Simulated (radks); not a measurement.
Question: Ionisation ladder of cadmium, from Cd I to Cd V. Each ion is in the ground configuration listed by NIST, and IE = E(next ion) - E(this ion). Method: Dirac Kohn-Sham, BLYP, spin-unpolarised, spherical densities, point nucleus; open shells fill j = l - 1/2 first; computed with a radial shooting solver on a logarithmic mesh with Libxc functionals.

species  configuration  IE, Delta-SCF (eV)  -e(HOMO) (eV)   HOMO  <r> HOMO (bohr)
Cd I     [Kr] 4d10 5s2               9.320          5.650  5s1/2             2.90
Cd II    [Kr] 4d10 5s1              17.298         13.163  5s1/2             2.65
Cd III       [Kr] 4d10                   ?         30.059  4d5/2             1.26
Cd IV         [Kr] 4d9                   ?         45.352  4d5/2             1.21
Cd V          [Kr] 4d8              70.760         61.968  4d5/2             1.16

Estimate the withheld Delta-SCF values.

Answer: Cd III: 37.585 eV (NIST 37.47); Cd IV: 53.558 eV (NIST 51).

Beside tabulated values, note that spin-unpolarised runs miss the spin-polarisation part of the exchange energy of open shells.
